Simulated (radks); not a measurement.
Valence configurations of Eu I (all share [Xe]). All-electron calculation, Dirac Kohn-Sham, LDA (Slater exchange, Perdew-Wang correlation), spin-unpolarised, spherical densities, point nucleus; open shells fill j = l - 1/2 first. Program: a radial shooting solver on a logarithmic mesh with Libxc functionals. Energies are relative to 4f7 6s2; eigenvalues in eV.

valence,E (eV),e(4f5/2),e(4f7/2),e(5d3/2),e(6p1/2),e(6s1/2)
4f7 6s2,0.000,-3.076,-2.462,-,-,-3.761
4f6 5d1 6s2,2.772,-8.644,-,-2.895,-,-4.177
4f7 5d2,4.316,-1.490,-0.879,-1.015,-,-
4f6 6s2 6p1,4.720,-11.778,-,-,-2.388,-5.403
4f7 6p2,4.999,-5.317,-4.701,-,-2.358,-
4f9,7.397,-0.865,-0.342,-,-,-
4f5 5d2 6s2,11.178,-15.128,-,-3.938,-,-4.455
4f5 6s2 6p2,18.679,-22.014,-,-,-3.275,-6.917
4f4 5d3 6s2,25.382,-22.285,-,-4.960,-,-4.653

NIST lists [Xe] 4f7 6s2 as the ground configuration; this level of theory agrees among the configurations tried. The energies are those of spherical spin-averaged densities, not of single terms. No valid solution was reached for [Xe] 4f8 6s1.
